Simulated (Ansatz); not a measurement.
Stepwise reaction of `C[S][Ge][S]C` with water, as a gas-phase model of exchange steps in deposition or etching. ΔE in kJ/mol.

Computed with Ansatz on PBE0-D4/def2-TZVP structures; ΔE is electronic, products minus reactants. CCSD(T)/CBS is the MP2 limit (def2-TZVPP, def2-QZVPP) plus CCSD(T) − MP2 in def2-TZVPP, frozen cores. This one scheme is used for every species. Functionals use def2-TZVPP. B3LYP here is the variant with VWN-RPA as its local correlation; programs differ in this. For Ge outer-core shells are correlated without core-valence functions, which leaves a few kJ/mol of doubt a bond. Scalar relativity is left out up to krypton. One conformer a species, not always the lowest.

| step | reaction | PBE-D4 | B3LYP-D4 | ωB97M-V | CCSD(T)/CBS |
| --- | --- | --- | --- | --- | --- |
| 1 | `C[S][Ge][S]C` + H₂O → `C[S][Ge][OH]` + CH₃SH | 29.0 | 22.1 | 15.4 | 26.6 |
| 2 | `C[S][Ge][OH]` + H₂O → `[OH][Ge][OH]` + CH₃SH | 20.7 | 12.4 | 6.3 | 15.8 |

Problem. By hand: ΔE of the 2 steps together at CCSD(T)/CBS.

Solution. (26.6) + (15.8) = 42.4 kJ/mol, or 21.2 kJ/mol a step.

In ΔE each step is lower than the one before. All are uphill at CCSD(T)/CBS. PBE-D4 differs from CCSD(T)/CBS by 2.4 to 4.9 kJ/mol a step. Isolated molecules leave out the surface, adducts and barriers. Largest T1 diagnostic: 0.015.
